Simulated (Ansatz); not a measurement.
Input file for C$_{2}$H$_{9}$FSi$_{2}$ (`CC[SiH](F)[SiH3]`):

```yaml
crystal:
  periodic: [false, false, false]
  atoms:
    - {symbol: C, position_ang: [-1.456425, 1.652832, 0.711828]}
    - {symbol: C, position_ang: [-0.157363, 0.854729, 0.620561]}
    - {symbol: Si, position_ang: [-0.254098, -0.606048, -0.536010]}
    - {symbol: F, position_ang: [-0.644260, -0.075597, -2.007532]}
    - {symbol: Si, position_ang: [1.773717, -1.777901, -0.678272]}
    - {symbol: H, position_ang: [-1.358079, 2.496573, 1.399169]}
    - {symbol: H, position_ang: [-2.281335, 1.030774, 1.068173]}
    - {symbol: H, position_ang: [-1.745115, 2.052310, -0.262825]}
    - {symbol: H, position_ang: [0.669143, 1.497981, 0.298979]}
    - {symbol: H, position_ang: [0.129037, 0.467596, 1.606372]}
    - {symbol: H, position_ang: [-1.355022, -1.516370, -0.109774]}
    - {symbol: H, position_ang: [2.126244, -2.301744, 0.671008]}
    - {symbol: H, position_ang: [2.869572, -0.879367, -1.133474]}
    - {symbol: H, position_ang: [1.670882, -2.924867, -1.619404]}
basis:
  gaussian: {orbitals: def2-SVP}
correlation: {method: ccsd_t}
```

```sh
$ ansatz run in.yaml --threads 4 --pin off --events-out ev --progress --plain
```

Log, shortened:

```
Functional definition: HF
1216 factors; integrals over basis functions are off by at most 1.4e-3 eV
mean field evaluation 1: about -20623.5809 eV, gradient 3.4e1 eV
mean field evaluation 2: about -20623.5833 eV, gradient 3.4e1 eV
mean field evaluation 4: about -20626.6927 eV, gradient 3.6e0 eV
mean field evaluation 8: about -20626.7406 eV, gradient 1.8e-4 eV
mean field -20626.74063295 eV, -758.0187369539 hartree, gradient 2.1e-6 eV, S^2 0.000000; 0 other end points of the search recorded, 0 dependent functions left out
13 core orbitals not correlated: weight in the atoms' cores, before any rotation towards them, 1.000 or more for the frozen orbitals, at most 0.000 for the correlated occupied ones
reference -20626.74063295 eV, -758.0187369539 hartree; 16, 16 occupied and 94, 94 virtual orbitals, 1216 factors
second order -18.33825290 eV of doubles, -0.00000000 eV of singles
cycle   1  -19.56587122 eV  change    -1.2e0 eV  update   1.0e-1
cycle   2  -20.10782518 eV  change   -5.4e-1 eV  update   3.0e-2
cycle   3  -20.21964413 eV  change   -1.1e-1 eV  update   1.4e-2
cycle   4  -20.21820110 eV  change    1.4e-3 eV  update   3.2e-3
cycle   5  -20.21707776 eV  change    1.1e-3 eV  update   1.1e-3
cycle   6  -20.21699155 eV  change    8.6e-5 eV  update   3.3e-4
cycle   7  -20.21686243 eV  change    1.3e-4 eV  update   1.1e-4
cycle   8  -20.21682758 eV  change    3.5e-5 eV  update   3.1e-5
perturbative correction -0.48642928 eV, -0.0178759465 hartree
Total energy: -20647.44388982 eV, -758.7795676107 hartree
```

Hardware: 4 threads of a server CPU on a shared host. Wall time 11 s, peak host memory 0.68 GiB.

Correlation energy per correlated electron: -0.647 eV. T1 diagnostic: 0.0106.
